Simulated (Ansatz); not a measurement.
Reaction (ligand exchange at the Si–C bond): `[SiH3]C#C[SiH2]Cl` + `C[NH][GeH2][Cl]` → `C[N]([SiH2]Cl)[GeH2][Cl]` + `C#C[SiH3]`

Isolated molecules relaxed with PBE0-D4/def2-TZVP in Ansatz; ΔE leaves out vibrations. CCSD(T)/CBS adds triple-zeta CCSD(T) − MP2 to the extrapolated MP2 energy (def2 sets, frozen cores). This one scheme is used for every species. Functionals use def2-TZVPP. For Ge outer-core shells are correlated without core-valence functions, which leaves a few kJ/mol of doubt a bond. Scalar relativity is left out up to krypton. Each species was taken in one conformer, which may not be the lowest.

`[SiH3]C#C[SiH2]Cl`:

Cartesian coordinates in Å:
```
Si 0.868 -1.603 -1.645
C 0.255 -0.421 -0.392
C -0.155 0.369 0.434
Si -0.757 1.547 1.679
Cl -2.520 2.376 1.042
H 0.874 -2.966 -1.061
H -0.031 -1.559 -2.823
H 2.243 -1.216 -2.040
H 0.231 2.633 1.854
H -1.008 0.841 2.953
```

`C[NH][GeH2][Cl]`:

Z-matrix (Å, degrees):
```
C
N 1 1.452
H 1 1.097 2 114.0
H 1 1.093 2 110.1 3 121.9
H 1 1.093 2 109.5 3 -120.6
Ge 2 1.813 1 119.8 3 73.1
H 2 1.010 1 112.3 3 -64.1
Cl 6 2.179 2 112.1 1 -61.6
H 6 1.530 2 109.0 1 -179.1
H 6 1.531 2 108.6 1 54.2
```

`C[N]([SiH2]Cl)[GeH2][Cl]`:

Cartesian coordinates in Å:
```
C -0.897 -1.190 0.339
N -0.001 -0.065 0.078
Si 0.295 1.083 1.304
Cl -1.296 2.370 1.597
Ge 0.599 0.122 -1.638
Cl 1.926 -1.532 -2.050
H -1.888 -1.038 -0.102
H -0.480 -2.120 -0.057
H -1.030 -1.328 1.415
H 0.486 0.397 2.602
H 1.451 1.910 0.900
H -0.559 -0.030 -2.631
H 1.395 1.421 -1.756
```

`C#C[SiH3]`:

Cartesian coordinates in Å:
```
C 1.838 0.646 0.227
C 0.708 0.248 0.087
Si -1.001 -0.352 -0.124
H 2.837 0.997 0.350
H -1.406 -0.191 -1.541
H -1.068 -1.784 0.254
H -1.908 0.436 0.746
```

| level | ΔE (kJ/mol) |
| --- | --- |
| ωB97M-V | -34.5 |
| PBE0 | -22.0 |
| HF/def2-TZVPP | -26.0 |
| MP2/def2-TZVPP | -35.5 |
| CCSD(T)/def2-TZVPP | -34.6 |
| MP2/def2-QZVPP | -35.4 |
| MP2/CBS(def2) | -35.1 |
| CCSD/CBS(def2) | -33.6 |

Task: What does CCSD(T)/CBS give? (An estimate is asked.)

Result: Computed: -34.2 kJ/mol. The listed levels differ from it by -0.3, 12.2, 8.2, -1.3, -0.4, -1.2, -0.9, 0.6 kJ/mol.

Largest T1 diagnostic among the species: 0.013.

From PBE to PBE0 (25 % exact exchange), in def2-TZVPP and without D4, ΔE moves by −4.3 kJ/mol. The D4 term adds −10.8 kJ/mol with B3LYP and −6.1 kJ/mol with PBE0; it sums over pairs of atoms, weighted by their polarisabilities, and B3LYP, whose exchange is more repulsive, gets the larger term.

B3LYP here is the variant with VWN-RPA as its local correlation; programs differ in this.
